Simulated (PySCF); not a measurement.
Structure from NMR data

Molecular formula: C$_{5}$H$_{9}$NOSi$_{2}$. Simulated spectra:

1H NMR (500 MHz, computed): δ 4.89 (m, 2H), 4.87 (m, 2H), 4.03 (t, 2H), 2.65 (t, 2H), 0.15 (br s, 1H).

13C{1H} NMR (computed): δ 196.0 (C), 138.4 (C), 120.4 (C), 65.3 (CH2), 43.2 (CH2).

One computed conformer, gas phase, non-relativistic, rapidly exchanging positions averaged. Geometry: GFN2-xTB; shielding tensors at PBE0/pcSseg-1 (GIAO); PySCF 2.14.0 with density-fitted response routines.

δ = σ(ref) − σ, references computed at the same level: 1H and 13C against TMS.

**Question.** Which of these isomers gave the spectra?
A. N#CC1=C(CCO)[SiH2][SiH2]1
B. N#C[C@@]12CO[C@@H](C1)[SiH2][SiH2]2
C. O=CNC1=C[SiH2]C=C[SiH2]1
D. O=CN[SiH2]C1=C[SiH2]C=C1
E. C#CC(=O)[C@@H]1C[SiH2][Si@H]1N

**Answer.** A. 

1. The formula gives 4 degrees of unsaturation (1 ring in the answer).
2. 5 carbon signals for 5 carbons: no two carbons are equivalent.
3. Carbon types of the structure: 3 × C, 2 × CH2, leaving 5 H on heteroatoms.
4. δC 196.0, 138.4: fully substituted alkene carbon.
5. δC 120.4: nitrile carbon; this is the usual window of a C≡N carbon, which has no attached hydrogen.
6. δC 65.3: sp3 CH2 bonded to O; pulled downfield by the heteroatom.
7. δH 4.03: hydrogen on an sp3 CH2 bonded to O; its carbon carries O, which withdraws density.
8. δH 0.15: hydrogen on an alcohol oxygen; exchangeable; this is the value without hydrogen bonding to other molecules.

The others: O=CN[SiH2]C1=C[SiH2]C=C1 would give 6 signals for carbon-bound and other non-exchanging H, not 4; N#C[C@@]12CO[C@@H](C1)[SiH2][SiH2]2 would give 9 signals for carbon-bound and other non-exchanging H, not 4; C#CC(=O)[C@@H]1C[SiH2][Si@H]1N would give 7 signals for carbon-bound and other non-exchanging H, not 4; O=CNC1=C[SiH2]C=C[SiH2]1 would give 6 signals for carbon-bound and other non-exchanging H, not 4.

Exchangeable OH/NH protons stand at their gas-phase positions; hydrogen bonding in a real sample shifts them, mostly to higher δ. Shifts are as computed. Against solution values, carbons near 30 ppm lie about +3 ppm off and those near 130 ppm about +5 ppm. Of 1211 compounds with measured shifts, 218 miss one by over three times the rms of a fit or turn the order of signals round; such compounds aren't used in these exercises. Multiplicities follow the n + 1 count of equivalent neighbours, as no J values were calculated; m marks all less simple cases, F and P coupling included.
